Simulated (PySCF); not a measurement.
BP86 on Mg (magnesium, neutral), [Ne] 3s1 3d1, 3s spin antiparallel (an excited configuration). Calculation: PySCF 2.14, in aug-cc-pVDZ (5s4p2d, 27 functions); the non-relativistic Hamiltonian (point nucleus).

```
cycle= 1 E= -199.849507098334  delta_E= -0.00157  |g|= 0.00986  |ddm|= 0.155
cycle= 2 E= -199.849553257392  delta_E= -4.62e-05  |g|= 0.0019  |ddm|= 0.0478
cycle= 3 E= -199.849555050116  delta_E= -1.79e-06  |g|= 8.14e-05  |ddm|= 0.0111
cycle= 4 E= -199.849555070191  delta_E= -2.01e-08  |g|= 2.07e-06  |ddm|= 0.00102
cycle= 5 E= -199.849555070205  delta_E= -1.41e-11  |g|= 1.38e-07  |ddm|= 4.81e-05
converged SCF energy = -199.849555070205  <S^2> = 1.0000447  2S+1 = 2.2361079
```

Highest occupied orbital energy: 0.391 eV; ⟨L²⟩ = 6.00; populations by l: s 5.00, p 6.00, d 1.00.

(1) Can this result be used?

Results:

(1) Not for this state. The calculation finished and met its thresholds. The outer electron is Rydberg-like, and this basis confines it to a smaller radius and binds it less than a complete one would. With the s spin flipped the determinant is a mixture of two multiplicities, not a spectroscopic state. At BP86 the highest occupied level has a positive energy, so only the finite basis holds that electron; for this excited configuration the basis is too tight for the outer shell.
